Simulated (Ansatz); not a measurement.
Frontier orbitals of CH$_{4}$BNSe, SMILES `C=NB[SeH]`.

Total charge 0; spin multiplicity 1. Correlated methods include outer-core shells of Se, which these sets cover unevenly. Scalar relativity is left out up to krypton. All single points use the PBE0-D4/def2-TZVP geometry. It is one conformer, not always the lowest. Basis def2-TZVPP, Ansatz 0.2.0.

Orbital energies of one run (eV). Highest occupied ones, from the top: -7.63, -9.29, -9.67, -11.22, -12.57, -13.50, -15.43, -16.97, -20.59, -21.86, -28.76, -62.33, -62.34, -62.43. Empty: -0.12, 1.12, 1.33, 2.10, 2.83, 3.14.

**Question.** Which functional gave them?
A. PBE0
B. r2SCAN0
C. B97M-V
D. BHLYP

**Answer.** D. HOMO energies: BHLYP -7.63, PBE0 -6.66, r2SCAN0 -6.82, B97M-V -5.85 eV.
